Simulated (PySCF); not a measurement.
## Two-component Hartree-Fock for Os(2+) (osmium, charge +2)

Start: [Xe] 4f14 5d6; 5d3/2 filled at m_j = -3/2, -1/2, +1/2, +3/2; 5d5/2 filled at m_j = +3/2, +5/2. Calculated with PySCF 2.14 in x2c-TZVPPall-2c (11s11p10d3f1g, 124 functions): generalised Hartree-Fock with the X2C-1e Hamiltonian and a Gaussian nucleus; one run each with spin-orbit coupling (SO) switched off, then screened by Boettger's factors.

| spinor shell | electrons | ε, spin-free (eV) | ε, screened SO (eV) | weight of nominal j (screened SO) | rms radius, screened SO (bohr) |
| --- | --- | --- | --- | --- | --- |
| 1s1/2 | 2 | -74297.2 | -74272.2 | 1.000 | 0.0201 |
| 2s1/2 | 2 | -13100.4 | -13092.5 | 1.000 | 0.0809 |
| 2p1/2 | 2 | -11416.1 | -12513.5 | 1.000 | 0.0687 |
| 2p3/2 | 4 | -11416.1 | -10976.5 | 1.000 | 0.0764 |
| 3s1/2 | 2 | -3127.1 | -3124.5 | 1.000 | 0.207 |
| 3p1/2 | 2 | -2624.3 | -2866.1 | 1.000 | 0.198 |
| 3p3/2 | 4 | -2624.3 | -2525.5 | 1.000 | 0.214 |
| 3d3/2 | 4 | -2055.2 | -2097.9 | 1.000 | 0.188 |
| 3d5/2 | 6 | -2055.2 | -2024.5 | 1.000 | 0.193 |
| 4s1/2 | 2 | -707.79 | -706.88 | 1.000 | 0.459 |
| 4p1/2 | 2 | -539.97 | -597.36 | 1.000 | 0.466 |
| 4p3/2 | 4 | -539.97 | -516.23 | 1.000 | 0.499 |
| 4d3/2 | 4 | -327.20 | -336.17 | 0.999 | 0.519 |
| 4d5/2 | 6 | -327.20 | -320.42 | 1.000 | 0.530 |
| 5s1/2 | 2 | -124.94 | -124.69 | 1.000 | 1.08 |
| 5p1/2 | 2 | -79.323 | -89.929 | 0.757 | 1.10 |
| 4f5/2 | 6 | -88.525 | -89.773 | 0.924 | 0.666 |
| 4f7/2 | 8 | -88.525 | -86.768 | 0.993 | 0.612 |
| 5p3/2 | 4 | -79.323 | -74.697 | 0.978 | 1.28 |
| 5d3/2 | 4 | -29.264 | -29.246 | 0.720 | 1.80 |
| 5d5/2 | 2 | -29.264 | -29.235 | 0.828 | 1.82 |

| quantity | spin-free | screened SO |
| --- | --- | --- |
| E (hartree) | -17240.18476 | -17262.90349 |
| M_J | 4 | 4 |
| ⟨J²⟩ | 20.054 | 20.061 |
| ⟨L²⟩ | 6.049 | 6.670 |
| ⟨S²⟩ | 6.005 | 5.834 |

Each row is a mean over spinors that exchange with the open shell spreads, by up to 7.820 eV (5p3/2).

Rows whose weight is well below 1 are mixtures of j = l ± 1/2: exchange outweighs spin-orbit coupling there, and the label is only the starting occupation.

⟨J²⟩ departs a little from M_J(M_J + 1) because the unrestricted spinors polarise the closed shells.

Breit and QED terms are absent; they matter most for the inner s and p1/2 levels.

Densities and radii are taken from the X2C orbitals without a picture-change correction, which distorts them close to the nucleus.

Without spin-orbit coupling the j labels of p, d and f shells carry no meaning; the spin-free column gives the mean over the occupied spinors of each nl shell.
